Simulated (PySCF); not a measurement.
Computed data sheet: `N[C@@H]1[C@H]2CC[C@@H](N)[C@@H]12`

C6H12N2.
Atom-mapped SMILES: `[NH2:1][C@@H:2]1[C@H:3]2[CH2:4][CH2:5][C@@H:6]([NH2:7])[C@@H:8]12` (hydrogens: H9, H10 on N1; H11 on C2; H12 on C3; H13, H14 on C4; H15, H16 on C5; H17 on C6; H18, H19 on N7; H20 on C8)

Geometry (PBE0-D3(BJ)/def2-SVP, Å), atoms numbered from 1 in this order:
```xyz
20
C6H12N2 angstrom
N      2.559   -0.571   -0.477
C      1.213   -0.086   -0.495
C      0.811    0.953    0.501
C     -0.297    1.916    0.129
C     -1.400    1.024   -0.453
C     -1.260   -0.342    0.242
N     -1.707   -1.421   -0.624
C      0.215   -0.435    0.583
H      2.583   -1.548   -0.765
H      2.939   -0.541    0.467
H      0.814    0.009   -1.511
H      1.570    1.279    1.220
H      0.025    2.697   -0.578
H     -0.650    2.430    1.039
H     -1.247    0.865   -1.532
H     -2.405    1.456   -0.333
H     -1.813   -0.301    1.206
H     -1.590   -2.316   -0.152
H     -2.706   -1.331   -0.803
H      0.534   -1.136    1.362
```

Among its groups: amine and cyclopropane ring.

**PBE0-D3(BJ)/def2-SVP geometry optimisation, gas phase (PySCF)**

```yaml
Point_group: C1
Rotational_constants_A_B_C: 3.045, 1.853, 1.338 GHz
```

CAM-B3LYP/def2-SVPD ground state, ΔSCF and vertical TDDFT (core frozen in the response) (PySCF):

```yaml
Dipole_moment: 2.48 D
HOMO_energy: -7.71 eV
LUMO_energy: 1.34 eV
HOMO–LUMO_gap: 9.05 eV
Lowest_singlet_excitation: 6.10 eV (203 nm, f = 0.018)
Strongest_line_among_the_10_lowest_singlet_transitions: S4 at 7.03 eV (176 nm, f = 0.034)
Lowest_triplet_excitation_Tamm–Dancoff: 5.85 eV
Static_isotropic_polarisability: 83.1 au
Vertical_ionisation_energy: 8.48 eV
Electronic_spatial_extent_⟨r²⟩_about_the_centre_of_nuclear_charge: 984 bohr²
```

PBE0/pcSseg-1 ground state and GIAO shieldings, non-relativistic (PySCF):

```yaml
Lowest_Hirshfeld_atomic_charge: -0.24 e on N1/N7
Highest_Hirshfeld_atomic_charge: +0.11 e on H9/H10/H18/H19
13C_chemical_shifts_computed_TMS_as_zero_by_class: 55.6 (C6), 37.4 (C8), 34.2 (C5), 32.7 (C2), 30.1 (C4), 28.4 (C3) ppm
1H_chemical_shifts_computed_TMS_as_zero_by_class: 3.57 (H17), 2.23 (H11), 1.86 (H13), 1.80 (H14), 1.40 (H16), 0.89 (H15), 0.81 (H12), 0.47 (H18/H19), 0.43 (H20), -0.04 (H9/H10) ppm
Isotropic_shieldings_of_nuclei_other_than_C_and_H_by_class: 218 (N7), 222 (N1) ppm
Mayer_bond_orders_between_heavy_atoms: N1–C2 1.05, C2–C3 0.91, C3–C4 1.02, C4–C5 1.03, C5–C6 0.98, C6–N7 1.04, C6–C8 1.00, C8–C2 0.88, C8–C3 0.92
```

delta-SCF UKS SCAN, pcX-2 on the ionised atom, pcseg-1 elsewhere, spin-free X2C (PySCF):

```yaml
Core_binding_energies: C1s 289.9 (C8), C1s 290.2 (C3), C1s 290.2 (C5), C1s 290.4 (C4), C1s 290.9 (C2), C1s 291.1 (C6), N1s 404.7 (N7), N1s 404.8 (N1) eV
```

Monoisotopic mass from the formula: 112.1000 u.

The vertical singlet–triplet gap S1 − T1 is 0.25 eV (TDDFT singlet less Tamm–Dancoff triplet). The polarisability is 12.32 Å³ as a volume (1 au = 0.148185 Å³), or 1.34 au for each of the 62 electrons. The principal polarisabilities are 73.6, 85.4 and 90.4 au; their mean is the isotropic value. In atomic units the dipole is 0.98 e·bohr (1 au = 2.5417 D). The largest Löwdin shares of the HOMO are 0.39 on N1, 0.15 on C8, 0.15 on C2 and 0.05 on C6.

 NMR classes are plain means over equivalent atoms (diastereotopic ones count apart unless rotation or inversion swaps them), as if these changed places fast; in this geometry the members of some classes differ.

One conformer stands for the species.
